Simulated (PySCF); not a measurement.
C2H9FSi3, SMILES C[Si]1(F)[SiH2]C[SiH2]1. Geometry optimised at PBE-D3(BJ)/def2-SVP. The structure was generated by enumeration, and PubChem lists no compound with its InChIKey, so it may never have been made.

Computed equilibrium geometry at PBE-D3(BJ)/def2-SVP (PySCF confirms it by a frequency run) as a Z-matrix, and its point group:
point group Cs.
```
Si
F 1 1.6582
C 1 1.8784 2 108.15
H 3 1.1089 1 110.86 2 60.20
H 3 1.1089 4 108.37 1 121.87
H 3 1.1090 4 108.46 5 117.55
Si 1 2.3755 2 111.71 3 -138.52
H 7 1.5076 1 123.23 2 31.08
H 7 1.5101 8 108.44 1 -129.91
C 7 1.9218 8 115.54 9 -124.10
H 10 1.1083 7 116.54 8 83.96
H 10 1.1121 11 108.23 7 121.76
Si 10 1.9218 11 116.54 12 121.76
H 13 1.5076 10 115.54 11 -83.96
H 13 1.5101 14 108.44 10 -124.10
```
Charge 0, spin multiplicity 1.
